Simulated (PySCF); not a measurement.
System: sum formula H7Si2N2O, charge 0, multiplicity 2. It need not be the lowest isomer of its formula. SMILES: [NH][SiH2]O[SiH2]N
Coordinates optimised at B3LYP-D3(BJ)/def2-TZVP (Ansatz):
```xyz
12

N      1.2114     1.6992    -0.0968
Si     1.6224     0.0007    -0.0308
O      0.2797    -0.8880    -0.2528
Si    -1.3586    -0.6573    -0.2893
N     -1.9577     0.4558     0.8589
H      2.0100     2.3283     0.0145
H      2.2129    -0.2888     1.3001
H      2.5988    -0.3118    -1.1025
H     -1.6924    -0.1646    -1.6403
H     -1.9695    -1.9694    -0.0021
H     -2.1415     0.1827     1.8107
H     -1.7253     1.4348     0.7892
```
Charge 0, spin multiplicity 2.

Dispersion corrections to the total energy (kcal/mol) from the dftd3 and dftd4 libraries through PySCF: D3(BJ) without and D4 with the three-body term, each with the damping fitted for the functional named.

```csv
functional,D3(BJ),D4
BP86,-10.54,___
B2GP-PLYP,-4.79,-2.75
PW6B95,___,-5.34
B3LYP,-11.09,-10.23
TPSS,-7.98,-8.57
HF,___,-21.31
HSE06,-4.51,-5.08
```

Question: Fill in the missing entries.

Answer: 
- BP86, D4: -8.71
- PW6B95, D3(BJ): -3.57
- HF, D3(BJ): -46.77
